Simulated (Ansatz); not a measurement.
This geometry of CH$_{2}$OSSe (6 atoms, charge 0, multiplicity 1) is a first-order saddle point.

Theory: RKS PBE0-D4/def2-SVP in Ansatz 0.2.0.

```xyz
6
Properties=species:S:1:pos:R:3
O -1.056 -1.525 0.399
C -0.284 -0.634 0.277
S 1.455 -0.905 0.057
Se -0.857 1.292 0.338
H 1.788 0.401 0.008
H -1.004 1.308 -1.126
```

Which two structures does it join? (They come from a converged band through this point; their orientation in space is the band's.)

No bond is made or broken. The dihedral S3–C2–Se4–H6 goes from 1 to 180°.

First end point:

```xyz
6
Properties=species:S:1:pos:R:3
O -0.736 -1.532 1.137
C -0.279 -0.663 0.463
S 1.251 -0.912 -0.424
Se -1.229 1.030 0.345
H 1.336 0.306 -0.995
H -0.301 1.707 -0.573
```

Last end point:

```xyz
6
Properties=species:S:1:pos:R:3
O -0.808 -1.118 0.978
C -0.105 -0.476 0.263
S 1.414 -1.139 -0.396
Se -0.492 1.351 -0.283
H 1.776 -0.041 -1.097
H -1.743 1.360 0.489
```

How far does it lie above each of them?

0.170 eV above the first and 0.265 eV above the second. This is the barrier of this one path; another mechanism may lie lower.

The run took 2.4 min on 1 thread of Arm Neoverse V2, with other jobs on the host, peak memory 0.28 GiB.
